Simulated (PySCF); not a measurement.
Zr(F)3(Me) (CH3F3Zr), SMILES [F][Zr]([F])([F])[CH3], multiplicity 1.

Geometry optimised at r2SCAN-D4/def2-SVP. The spin state was assumed, not searched. The structure was generated by enumeration; whether it is a known compound was not checked. The def2 effective core potentials stand for the cores of Zr; spin–orbit coupling is left out.

Two levels are set side by side: PBE/def2-TZVP (PySCF) and CAM-B3LYP/def2-TZVP (PySCF). Same geometry, gas phase. Differences are taken from unrounded values.

```json
[
 {"quantity": "orbital gap (eV)", "CAM-B3LYP": "9.67"},
 {"quantity": "highest occupied level (eV)", "CAM-B3LYP": "-9.84"},
 {"quantity": "lowest empty level (eV)", "CAM-B3LYP": "-0.17"},
 {"quantity": "dipole moment (D)", "CAM-B3LYP": "1.05"},
 {"quantity": "mean polarisability (bohr³)", "CAM-B3LYP": "47.7"}
]
```

What does PBE give, and how far is it from CAM-B3LYP? (Estimate from the structure and the level; the computed values follow.)


| quantity | PBE | PBE minus CAM-B3LYP |
|---|---|---|
| orbital gap (eV) | 4.84 | -4.84 |
| highest occupied level (eV) | -7.07 | 2.77 |
| lowest empty level (eV) | -2.23 | -2.06 |
| dipole moment (D) | 1.03 | -0.02 |
| mean polarisability (bohr³) | 51.6 | 3.9 |

PBE's occupied levels lie high since its potential decays too fast outside the molecule; exact exchange lowers them and widens the gap. Loosely held outer electrons make PBE densities more polarisable. Differences between two approximate levels are no errors against the true value.

Rough cost on one machine, each run with all the roots and properties that it gave: CAM-B3LYP against PBE within a factor of 2.
